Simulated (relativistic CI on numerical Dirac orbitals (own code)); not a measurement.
**Ir LXI: computed level list**

These numbers are calculated, not measured: Dirac-Coulomb-Breit CI, KLI orbitals optimised for each configuration, model QED, unscaled Slater integrals (own radial code, finite nucleus).

Configurations in the expansion (outside the closed core [Ne]): 3s2.3p5, 3s2.3p4.3d, 3s.3p6, 3s.3p5.3d, 3s.3p4.3d2, 3p6.3d, 3s2.3p3.3d.4p, 3s.3p4.3d.4s, 3s2.3p4.4s, 3p6.4s, 3p6.4p, 3s2.3p4.4p, 3s2.3p4.4d, 3s.3p5.4s, 3s2.3p4.4f, 3p5.3d.4p, 3s.3p5.4p, 3s.3p5.4d, 3s.3p5.4f, 3s2.3p4.5s, 3s2.3p4.5p, 3s2.3p3.4s.4p, 3s2.3p4.5d, 3s2.3p4.5f, 3s2.3p4.5g, 3s.3p4.4s2, 3s.3p5.5s, 3s.3p5.5p, 3s2.3p3.3d2, 3s2.3p2.3d3, 3s.3p3.3d3, 3s2.3p2.3d2.4s, 3s2.3p2.3d2.4p, 3s2.3p2.3d2.4d, 3p5.3d2, 3p4.3d3, 3p4.3d2.4s, 3p4.3d2.4p, 3p4.3d2.4d, 3s2.3p3.3d.4s, 3s.3p3.3d2.4s, 3s2.3p2.3d.4s2, 3s2.3p2.3d.4s.4p, 3s2.3p2.3d.4s.4d, 3p5.3d.4s, 3p4.3d.4s2, 3p4.3d.4s.4p, 3p4.3d.4s.4d, 3s2.3p3.4s2, 3s.3p3.3d.4s2, 3s2.3p2.4s2.4p, 3s2.3p2.4s2.4d, 3s2.3p3.4p2, 3s2.3p2.3d.4p2, 3s.3p3.3d.4p2, 3s2.3p2.4s.4p2, 3s2.3p2.4p3, 3s2.3p2.4p2.4d. Double excitations out of closed p, d and f shells are left out; levels of such configurations are missing from the list, as are those of other unlisted configurations, and high levels can miss mixing partners. These lack a partner that the ground configuration has and come out too high: 3s2.3p4.4f, 3s.3p5.4p, 3s.3p5.4d, 3s.3p5.4f, 3s2.3p4.5s.

The lowest level is 3s2.3p5 2P°_3/2, with 99 % of that term; Hund's rules for 3s2.3p5 give 2P° with J = 3/2, in agreement.

```
No.     Configuration  Term     J   E (eV)   %  Landé g  Lifetime (s)
  1           3s2.3p5   2P°   3/2    0.000  99    1.319              
  2        3p4(3P).3d    4D   3/2  248.546  35    1.164      3.33e-10
  3        3p4(3P).3d    4D   5/2  255.319  37    1.168      1.88e-10
  4        3p4(3P).3d    4P   1/2  256.201  51    1.729      4.26e-11
  5        3p4(3P).3d    2F   7/2  258.768  36    1.100      5.39e-03
  6        3p4(1S).3d    2D   3/2  279.540  63    0.837      3.95e-10
  7        3p4(1D).3d    2F   7/2  345.437  48    1.244      2.28e-07
  8        3p4(3P).3d    4F   9/2  347.643  68    1.249      2.45e-07
  9        3p4(3P).3d    2P   1/2  355.444  59    1.155      9.06e-12
 10        3p4(1S).3d    2D   5/2  378.574  55    1.204      8.10e-09
 11        3p4(3P).3d    2P   3/2  385.623  40    1.192      1.63e-12
 12        3p4(3P).3d    2D   5/2  389.888  57    1.177      1.18e-12
 13           3s2.3p5   2P°   1/2  421.580  99    0.646      1.05e-09
 14  3p3(2P°).3d2(3F)   4F°   3/2  512.675  29    0.878      5.13e-11
 15  3p3(2P°).3d2(3F)   4F°   5/2  519.382  24    0.976      4.07e-11
 16  3p3(2P°).3d2(3F)   4D°   1/2  519.913  47    0.187      2.22e-11
 17  3p3(2P°).3d2(3F)   2G°   7/2  521.365  24    1.037      9.49e-11
 18  3p3(2P°).3d2(1S)   2P°   3/2  546.590  20    1.385      4.53e-11
 19  3p3(2P°).3d2(3F)   4G°   9/2  607.015  33    1.176      7.61e-11
 20       3s2.3p3.3d2   2F°   7/2  611.684  22    1.198      1.87e-11
 21  3p3(2P°).3d2(3F)   4D°   3/2  621.912  34    1.120      4.28e-12
 22  3p3(2D°).3d2(3P)   4P°   1/2  622.269  45    1.696      5.02e-12
 23  3p3(2P°).3d2(3F)   2F°   5/2  623.104  26    1.064      3.42e-12
 24  3p3(2P°).3d2(3P)   4D°   5/2  624.039  25    1.442      5.95e-11
 25  3p3(2P°).3d2(1G)   2H°  11/2  625.511  37    1.152      2.95e-10
 26            3s.3p6    2S   1/2  627.563  73    1.936      5.40e-13
 27       3s2.3p3.3d2   2F°   7/2  629.922  28    1.124      5.40e-12
 28  3p3(2P°).3d2(3F)   2G°   7/2  642.893  21    1.116      1.50e-12
 29  3p3(2P°).3d2(3P)   2D°   5/2  643.940  27    1.183      1.56e-12
 30  3p3(2P°).3d2(3P)   2P°   3/2  647.247  25    1.220      1.55e-12
 31  3p3(2P°).3d2(1G)   2G°   9/2  651.595  38    1.070      1.25e-12
 32  3p3(2D°).3d2(3P)   4F°   3/2  656.473  25    1.103      1.79e-12
 33        3p4(3P).3d    4D   1/2  657.950  78    0.247      8.87e-12
 34  3p3(2P°).3d2(1G)   2F°   5/2  663.983  44    0.945      1.79e-12
 35  3p3(2P°).3d2(3P)   2P°   1/2  666.211  46    0.678      1.86e-12
 36        3p4(3P).3d    4F   3/2  669.192  33    0.924      1.75e-10
 37        3p4(3P).3d    4F   5/2  677.432  50    0.979      6.73e-12
 38        3p4(1D).3d    2G   7/2  678.791  59    0.994      2.34e-09
 39        3p4(3P).3d    2D   5/2  712.273  46    1.115      2.39e-13
 40        3p4(1D).3d    2P   3/2  715.309  41    1.211      2.35e-13
 41  3p3(2P°).3d2(3F)   4G°  11/2  717.971  39    1.199      4.09e-12
 42        3p4(1D).3d    2P   1/2  723.197  31    1.714      1.10e-13
 43  3p3(2P°).3d2(1D)   2D°   5/2  723.830  27    1.212      3.43e-12
 44  3p3(2P°).3d2(3P)   4D°   7/2  728.454  29    1.229      3.53e-12
 45  3p3(2P°).3d2(3F)   4F°   9/2  731.260  40    1.211      1.47e-12
 46  3p3(2P°).3d2(1D)   2P°   1/2  744.557  47    0.903      1.21e-12
 47        3p4(3P).3d    4D   7/2  759.097  44    1.293      1.31e-09
 48  3p3(2P°).3d2(3F)   2F°   7/2  761.673  30    1.159      8.60e-13
 49  3p3(2P°).3d2(3F)   2D°   5/2  764.777  26    1.157      1.29e-12
 50  3p3(2P°).3d2(1S)   2P°   3/2  765.662  31    1.293      2.05e-12
 51        3p4(3P).3d    2P   3/2  769.241  49    1.286      8.53e-11
 52        3p4(1D).3d    2G   9/2  772.972  67    1.168      1.90e-09
 53        3p4(3P).3d    2F   5/2  773.541  46    1.125      1.24e-09
 54  3p3(2P°).3d2(1S)   2P°   3/2  779.420  29    1.250      7.12e-13
 55        3p4(1D).3d    2D   5/2  780.847  52    1.254      3.11e-10
 56        3p4(1D).3d    2F   7/2  789.660  74    1.139      1.61e-09
 57   3p2(3P).3d3(2D)    4F   3/2  793.507  34    0.719      1.46e-11
 58        3p4(3P).3d    2D   3/2  814.596  64    0.875      1.01e-12
 59        3p4(3P).3d    2P   1/2  824.251  63    1.133      6.57e-13
 60         3s.3p5.3d   4P°   1/2  855.838  78    2.403      9.55e-13
 61         3s.3p5.3d   4P°   3/2  872.707  51    1.463      6.37e-13
 62         3s.3p5.3d   4F°   7/2  880.147  41    1.183      6.28e-13
 63         3s.3p5.3d   4D°   5/2  882.486  37    1.208      5.02e-13
 64   3p2(1S).3d3(4F)    4F   5/2  891.142  34    1.053      2.57e-12
 65         3s.3p5.3d   2P°   1/2  895.628  30    0.206      8.86e-13
 66   3p2(1S).3d3(4P)    4P   3/2  898.301  19    1.165      2.37e-12
 67         3s.3p5.3d   2D°   3/2  903.719  30    0.855      5.93e-13
 68   3p2(1S).3d3(2G)    2G   7/2  904.560  24    1.031      2.08e-12
 69   3p2(1S).3d3(2H)    2H   9/2  904.677  25    1.027      2.00e-12
 70   3p2(1S).3d3(4P)    4P   1/2  904.848  30    1.823      2.26e-12
```

Energies count from the lowest computed level; ° marks odd parity; lifetimes are radiative, by E1, M1, E2, M2, E3 decay to levels of this space only. Percentages are summed over parent terms; the parents shown are those of the largest component, closed shells are left out there.

The mean weight of the leading LS term, summed over parents, in these 70 levels is 42 %, and that of the leading jj configuration (from the same eigenvectors) 95 %, so jj coupling describes them better and the LS labels are nominal.

At this charge energies of transitions that change n are usually good to better than 1 %, and those within a shell (Δn = 0) to a few per cent.

LS names give the leading component of a level, which can be under half, so a name can repeat, a term be missing and a line seem to break the LS rules.
